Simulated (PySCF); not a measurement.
Species: Br₂I₂Si.
SMILES with atom numbers: `[Br:1][Si:2]([Br:3])([I:4])[I:5]`

A GFN2-xTB structure was refined with PBE0-D3(BJ)/def2-SVP geometry optimisation, gas phase, def2 core potentials past Kr (PySCF). Its GFN2-xTB values:

| coordinate | GFN2-xTB |
| --- | --- |
| Br1–Si2 | 2.236 Å |
| Si2–I4 | 2.493 Å |
| Br1–Si2–Br3 | 109.3° |
| Br1–Si2–I4 | 108.5° |
| I4–Si2–I5 | 110.8° |

**Question.** How do these coordinates change at the PBE0-D3(BJ)/def2-SVP level?

**Answer.** 
| coordinate | PBE0-D3(BJ)/def2-SVP (Å or °) | change |
| --- | --- | --- |
| Si2–I4 | 2.432 | -0.061 |
| Br1–Si2 | 2.209 | -0.027 |
| Br1–Si2–I4 | 109.6 | +1.1 |
| I4–Si2–I5 | 110.2 | -0.6 |
| Br1–Si2–Br3 | 108.7 | -0.6 |

The energy falls by 3.9 kJ/mol over 6 energy and gradient evaluations, the largest force component goes from 0.0119 to 2.4e-04 Eh/bohr, and the atoms move by 0.036 Å rms after alignment. The bond that changes most is Si2–I4 (ends: four-coordinate silicon; iodine bonded to Si), which shortens by 0.061 Å. Bonds longer at the end by more than 0.005 Å: 0 of 4; shorter: 4. Rotational constants go from 409.9, 320.2, 285.9 to 417.3, 333.0, 295.3 MHz.

The run used 134 basis functions and 46 SCF cycles in all. Hardware: one thread of an AMD EPYC 7R43, no GPU, shared host with 256 logical CPUs at a one-minute load of 65. Cost: 82 s wall, 0.68 GiB resident at most.

No PBE0-D3(BJ)/def2-SVP frequencies stand behind this structure, so it isn't proved a minimum.
